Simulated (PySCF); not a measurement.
H3BrGeTe, SMILES [GeH3][Te]Br, PBE0/def2-SVP optimised geometry.

```
6

Te    -1.34    -1.56     2.08
Br    -0.23     0.05     3.68
Ge    -0.49    -0.32     0.00
H     -1.04    -1.12    -1.19
H     -1.04     1.12     0.00
H      1.04    -0.32     0.00
```

Density from PBE0/def2-TZVP, def2 effective core potentials past Kr in PySCF at that geometry. The core electrons that the potentials of Te replace are not part of the density.

Minimum of the electron density along straight lines between bonded atoms, close to the bond critical point (lines longer than 1.1 times the sum of covalent radii, or with two minima, are not listed):

| bond | length / Å | ρ at the minimum / e bohr⁻³ | ∇²ρ there / e bohr⁻⁵ | position (fraction from the first atom) |
|---|---|---|---|---|
| Te1–Br2 | 2.529 | 0.079 | 0.04 | 0.47 |
| Te1–Ge3 | 2.571 | 0.079 | -0.05 | 0.56 |
| Ge3–H4 | 1.540 | 0.133 | 0.05 | 0.59 |
| Ge3–H5 | 1.535 | 0.135 | 0.04 | 0.59 |
| Ge3–H6 | 1.535 | 0.135 | 0.04 | 0.59 |
